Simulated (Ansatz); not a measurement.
Ansatz (a first-principles code) input:

Ansatz 0.2 input:
```yaml
crystal:
  periodic: [false, false, false]
  atoms:
    - {symbol: C, position_ang: [2.93428258, -0.36870634, 0.02296352]}
    - {symbol: C, position_ang: [1.96408710, 0.33620430, -0.19350941]}
    - {symbol: C, position_ang: [0.87019810, 1.13273276, -0.43879618]}
    - {symbol: Sn, position_ang: [-1.12260088, -0.22682588, 0.11880181]}
    - {symbol: O, position_ang: [-0.62803836, -1.28556051, 1.62455027]}
    - {symbol: O, position_ang: [-2.45460067, 1.08454260, 0.49329452]}
    - {symbol: O, position_ang: [-1.46488916, -1.24577373, -1.45404614]}
    - {symbol: H, position_ang: [3.80517702, -0.94009524, 0.19699225]}
    - {symbol: H, position_ang: [0.62990960, 1.32409573, -1.48264526]}
    - {symbol: H, position_ang: [0.69342657, 1.94998939, 0.25739378]}
    - {symbol: H, position_ang: [-0.90482129, -0.99285487, 2.50083396]}
    - {symbol: H, position_ang: [-3.09179441, 1.30931933, -0.19523288]}
    - {symbol: H, position_ang: [-1.18717603, -2.16871321, -1.47897906]}
basis:
  gaussian:
    orbitals: def2-TZVP
hamiltonian:
  xc: b3lyp
  dispersion: d3bj
total_charge: 1
magnetization: {spin_polarized: true, initial_magnetization: 1}
relax: {f_tol: 0.002, max_steps: 150}
```

**Question.** Which total energy does the run end on?

**Answer.** -557.80873 Eh (B3LYP-D3(BJ)/def2-TZVP). The basis has 272 functions.
